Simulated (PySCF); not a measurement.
Isomers of C7H11 (doublet state), one GFN2-xTB conformer each. Single-point energies are computed at B3LYP/pcH-1 (PySCF, gas phase, no added dispersion term), electronic only. GFN2-xTB treats the open shell by occupation alone, and not every SCF solution was tested for stability.

```csv
SMILES,GFN2-xTB relative energy (kJ/mol)
[CH2]C(C)(C)C#CC,124.4
CC1([C@H]2[CH]C2)CC1,119.4
C[C]1[C@@H]2CC[C@H]1C2,0.0
C=C[C](C=C)CC,15.6
```

Conformers: `[CH2:1][C:2]([CH3:3])([CH3:4])[C:5]#[C:6][CH3:7]` (doublet state) with H–C1–C2–C3 -160° and 35°; `[CH3:1][C:2]1([C@H:3]2[CH:4][CH2:5]2)[CH2:6][CH2:7]1` (doublet state) with C1–C2–C3–C4 -165°; `[CH2:1]=[CH:2][C:3]([CH:4]=[CH2:5])[CH2:6][CH3:7]` (doublet state) with C1–C2–C3–C4 -2°, C2–C3–C4–C5 -178°, C2–C3–C6–C7 95°.

Question: What does B3LYP/pcH-1 give for the same structures?

Answer: 
```csv
SMILES,B3LYP/pcH-1 E (Eh),B3LYP/pcH-1 (kJ/mol),GFN2-xTB (kJ/mol),point group
C=C[C](C=C)CC,-273.32811,0.0,15.6,C1
C[C]1[C@@H]2CC[C@H]1C2,-273.28658,109.0,0.0,near Cs
[CH2]C(C)(C)C#CC,-273.27522,138.9,124.4,near Cs
CC1([C@H]2[CH]C2)CC1,-273.25499,192.0,119.4,C1
```

GFN2-xTB puts C[C]1[C@@H]2CC[C@H]1C2 lowest instead; measured from each level's own lowest isomer, the values differ by up to 109.0 kJ/mol (C[C]1[C@@H]2CC[C@H]1C2: 0.0 against 109.0). As drawn, the highest has a three-membered ring and a quaternary carbon, which the lowest lacks.
